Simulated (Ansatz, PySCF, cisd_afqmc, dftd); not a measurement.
System: BHF, charge 0, doublet. BHF (SMILES [BH]F, doublet).
B3LYP-D3(BJ)/def2-TZVP minimum from Ansatz (a quantum-chemistry and plane-wave program):
```
B
F 1 1.3046
H 1 1.2028 2 121.00
```
Charge 0, spin multiplicity 2.

Property: enthalpy of formation at 298 K (by atomisation, with ideal-gas terms from PySCF's Hessian at B3LYP-D3(BJ)/def2-TZVP and the atoms' measured values of the G2/97 table; no spin-orbit terms), in kJ/mol. Open shells are spin-unrestricted; no spin-orbit coupling. Correlated methods leave the cores frozen. Rows without X2C or -DK are non-relativistic. AFQMC is phaseless with a CISD trial state; ± is one standard error, without the phaseless bias. Outlying blocks are dropped, and bars are widened where a walk drifts. Over all cases where full CI ran beside it in this data, AFQMC minus full CI had a median of +0.1 mEh and passed +0.4 mEh in a tenth of the cases. CBS(X,Y): correlation extrapolated as X^-3, Hartree-Fock from the larger set (Q,5: extrapolated as (X+1)exp(-9√X)). A bracket is a step between two methods taken in the basis named. The functionals are non-relativistic, so their misses hold any scalar relativity. 'core' is core correlation in cc-pwCVTZ, 'X2C' scalar relativity in cc-pVTZ-DK, both at CCSD(T). For partners of very few electrons the exact lower level stands in for a higher one.

| level | program | enthalpy of formation at 298 K (kJ/mol) | difference against the last row |
|---|---|---|---|
| HF/cc-pV5Z | Ansatz | 114.2 | 197.6 |
| r2SCAN-D4/def2-TZVPD | Ansatz + dftd4 | -112.3 | -28.9 |
| CAM-B3LYP-D4/def2-TZVPD | Ansatz + dftd4 | -105.4 | -22.0 |
| MP2/cc-pV5Z | Ansatz | -120.6 | -37.2 |
| AFQMC/CISD/cc-pVDZ | cisd_afqmc | 5.8 ± 0.7 | 89.2 |
| CCSD(T)/CBS(cc-pVQZ,cc-pV5Z) + [AFQMC/CISD - CCSD(T)]/cc-pVDZ + core + X2C | Ansatz + cisd_afqmc | -84.2 ± 0.7 | -0.8 |
| CCSD(T)/CBS(cc-pVQZ,cc-pV5Z) + [CCSDT(Q) - CCSD(T)]/cc-pVQZ + [CCSDTQ - CCSDT(Q)]/cc-pVDZ + core + X2C | Ansatz | -83.4 | 0.0 |
